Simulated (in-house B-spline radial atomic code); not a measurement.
Relativistic effects in the palladium ion Pd⁸⁺, [Kr] 4d2: non-relativistic Hartree-Fock (point nucleus) against Dirac-Hartree-Fock (Fermi nucleus of rms radius 4.5318 fm), both averages of the configuration, computed with an all-electron radial atomic-structure program (B-spline basis).

| orbital | ε NR (Eh) | ε Dirac (Eh) | <r> NR (bohr) | <r> Dirac (bohr) | change of <r> (%) |
| --- | --- | --- | --- | --- | --- |
| 1s1/2 | -878.86 | -905.6 | 0.0331 | 0.03185 | -3.8 |
| 2s1/2 | -133.56 | -140.01 | 0.1435 | 0.1377 | -4.1 |
| 2p1/2 | -124.13 | -129.86 | 0.123 | 0.1172 | -4.7 |
| 2p3/2 | -124.13 | -123.97 | 0.123 | 0.1221 | -0.7 |
| 3s1/2 | -29.699 | -31.001 | 0.3884 | 0.3761 | -3.2 |
| 3p1/2 | -25.865 | -26.948 | 0.3812 | 0.3688 | -3.3 |
| 3p3/2 | -25.865 | -25.884 | 0.3812 | 0.379 | -0.6 |
| 3d3/2 | -18.845 | ? | 0.3553 | ? | ? |
| 3d5/2 | -18.845 | -18.555 | 0.3553 | 0.3569 | +0.5 |
| 4s1/2 | -8.6052 | -8.8646 | 0.9277 | 0.9049 | -2.5 |
| 4p1/2 | -7.2026 | -7.3989 | 0.9749 | 0.9511 | -2.4 |
| 4p3/2 | -7.2026 | -7.1993 | 0.9749 | 0.9722 | -0.3 |
| 4d3/2 | -5.1673 | -5.1447 | 1.094 | 1.095 | +0.1 |
| 4d5/2 | -5.1673 | ? | 1.094 | ? | ? |

Q: What happens to 4d5/2?

A: Its energy goes to -5.1156 hartree and <r> to 1.102 bohr (+0.73 %).

Q: What happens to 3d3/2?

A: Its energy goes to -18.764 hartree and <r> to 0.3536 bohr (-0.48 %).

Q: What explains the pattern of contraction and expansion?

A: Expansion is seen in 3d5/2, 4d3/2, 4d5/2. The s and p1/2 orbitals contract directly, screen the nucleus better, and so push out orbitals that have little density near the nucleus; spin-orbit coupling adds to this for j = l + 1/2 and opposes it for j = l - 1/2.

Q: By how much does the total energy change?

A: By -106.68 hartree, from -4920.487 to -5027.162.
